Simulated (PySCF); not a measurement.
3,3,4,4,5,5,5-heptafluoropent-1-ene, C5H3F7.
SMILES with atom numbers: `[CH2:1]=[CH:2][C:3]([F:4])([F:5])[C:6]([F:7])([F:8])[C:9]([F:10])([F:11])[F:12]` (hydrogens: H13, H14 on C1; H15 on C2)

The same species was optimised twice, with GFN2-xTB and with PBE0-D3(BJ)/def2-SVP (PySCF), and the same property calculations (PySCF, gas phase) were run on both structures.

| coordinate | GFN2-xTB | PBE0-D3(BJ)/def2-SVP | change |
| --- | --- | --- | --- |
| C3–C6 (Å) | 1.562 | 1.546 | -0.016 |
| C1=C2 (Å) | 1.319 | 1.329 | +0.010 |
| C6–F8 (Å) | 1.349 | 1.339 | -0.010 |
| C6–C9 (Å) | 1.555 | 1.545 | -0.010 |
| C2–C3 (Å) | 1.502 | 1.496 | -0.006 |
| C3–F5 (Å) | 1.353 | 1.347 | -0.006 |
| C6–F7 (Å) | 1.348 | 1.343 | -0.005 |
| C3–F4 (Å) | 1.355 | 1.350 | -0.005 |
| C9–F12 (Å) | 1.329 | 1.323 | -0.006 |
| C9–F10 (Å) | 1.331 | 1.326 | -0.005 |
| C9–F11 (Å) | 1.328 | 1.324 | -0.004 |
| F7–C6–F8 (°) | 106.8 | 109.0 | +2.2 |
| F4–C3–F5 (°) | 106.1 | 108.1 | +2.0 |
| C6–C9–F10 (°) | 110.1 | 108.7 | -1.4 |
| C3–C6–C9 (°) | 115.0 | 116.3 | +1.3 |
| C2–C3–F4 (°) | 111.3 | 110.0 | -1.3 |
| C3–C6–F7 (°) | 109.1 | 108.1 | -1.0 |
| F10–C9–F12 (°) | 107.7 | 108.7 | +1.0 |
| C2–C3–F5 (°) | 112.7 | 111.7 | -1.0 |
| C1–C2–C3–F4 (°) | 141 | 128 | -13 |
| C2–C3–C6–F7 (°) | -60 | -59 | +1 |
| C3–C6–C9–F10 (°) | 177 | 178 | +1 |

Rotational constants: A = 1534, B = 755.5, C = 715.8 MHz (GFN2-xTB) against A = 1584, B = 746.2, C = 717.2 MHz (PBE0-D3(BJ)/def2-SVP). Point groups within 0.08 Å: C1 and C1.

On the GFN2-xTB structure: HOMO (eV) -8.95 [PBE0/pcSseg-1]; LUMO (eV) -1.05 [PBE0/pcSseg-1]; dipole (D) 2.65 [PBE0/pcSseg-1]; GIAO shielding of C1 (ppm) 51.4 [PBE0/pcSseg-1]; GIAO shielding of C2 (ppm) 51.4 [PBE0/pcSseg-1]; GIAO shielding of C3 (ppm) 64.1 [PBE0/pcSseg-1]; GIAO shielding of F4/F5 (mean) (ppm) 305.6 [PBE0/pcSseg-1]; GIAO shielding of C6 (ppm) 70.4 [PBE0/pcSseg-1]; GIAO shielding of F7/F8 (mean) (ppm) 312.3 [PBE0/pcSseg-1]; GIAO shielding of C9 (ppm) 59.0 [PBE0/pcSseg-1]; GIAO shielding of F10/F11/F12 (mean) (ppm) 263.5 [PBE0/pcSseg-1].

Problem. What do these properties become on the PBE0-D3(BJ)/def2-SVP structure?

Solution. 
| property | level | on GFN2-xTB | on PBE0-D3(BJ)/def2-SVP | change |
| --- | --- | --- | --- | --- |
| HOMO (eV) | PBE0/pcSseg-1 | -8.95 | -8.86 | +0.09 |
| LUMO (eV) | PBE0/pcSseg-1 | -1.05 | -1.03 | +0.02 |
| dipole (D) | PBE0/pcSseg-1 | 2.65 | 2.47 | -0.18 |
| energy, GFN2-xTB geometry as zero (kcal/mol) | PBE0/pcSseg-1 | 0.0 | -1.1 | -1.1 |
| GIAO shielding of C1 (ppm) | PBE0/pcSseg-1 | 51.4 | 49.0 | -2.4 |
| GIAO shielding of C2 (ppm) | PBE0/pcSseg-1 | 51.4 | 50.0 | -1.4 |
| GIAO shielding of C3 (ppm) | PBE0/pcSseg-1 | 64.1 | 66.8 | +2.7 |
| GIAO shielding of F4/F5 (mean) (ppm) | PBE0/pcSseg-1 | 305.6 | 312.2 | +6.6 |
| GIAO shielding of C6 (ppm) | PBE0/pcSseg-1 | 70.4 | 72.8 | +2.4 |
| GIAO shielding of F7/F8 (mean) (ppm) | PBE0/pcSseg-1 | 312.3 | 319.2 | +6.9 |
| GIAO shielding of C9 (ppm) | PBE0/pcSseg-1 | 59.0 | 60.5 | +1.5 |
| GIAO shielding of F10/F11/F12 (mean) (ppm) | PBE0/pcSseg-1 | 263.5 | 269.1 | +5.6 |

The heavy atoms differ by 0.069 Å rms after alignment. Among bonds between heavy atoms C3–C6 changes most (-0.016 Å). Changes are differences of the printed values. Neither structure is proved a minimum here.

Shape of the structure used: `[CH2:1]=[CH:2][C:3]([F:4])([F:5])[C:6]([F:7])([F:8])[C:9]([F:10])([F:11])[F:12]`: C1–C2–C3–F4 128°, C2–C3–C6–F7 -59°, C3–C6–C9–F10 178°.
